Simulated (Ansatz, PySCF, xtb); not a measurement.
Dimer: HF (SMILES F) (first 2 atoms) with Cl2 (SMILES ClCl); geometry from B3LYP-D3(BJ)/def2-TZVP.
(charge 0, multiplicity 1):
```xyz
4

F      0.45494     0.38366     0.11230
H      0.33875    -0.06120     0.92007
Cl    -0.36556     0.49031     4.01704
Cl     0.04588    -1.16417     2.94616
```

Counterpoise-corrected where a basis set is named; no monomer relaxation. Rows marked so take none.

Rows in 6-31G* carry no dispersion term and start afresh at each structure (6-31G* with six Cartesian d functions). MP2/6-31G* freezes PySCF's default core.

Programs: Ansatz (an electronic-structure program); PySCF for 6-31G* rows, the dispersion terms; xtb for the GFN methods. Each number belongs to the level named beside it.

**Question.** One of these levels gives -2.85 kcal/mol for the interaction energy. Which one is it?
A. MP2/6-31G* (no counterpoise)
B. wB97M-V/def2-TZVPPD
C. GFN2-xTB
D. PBE-D4/def2-TZVPPD

**Answer.** C, GFN2-xTB. The others give -2.51 (PBE-D4/def2-TZVPPD), -1.89 (wB97M-V/def2-TZVPPD), -0.85 (MP2/6-31G* (no counterpoise))
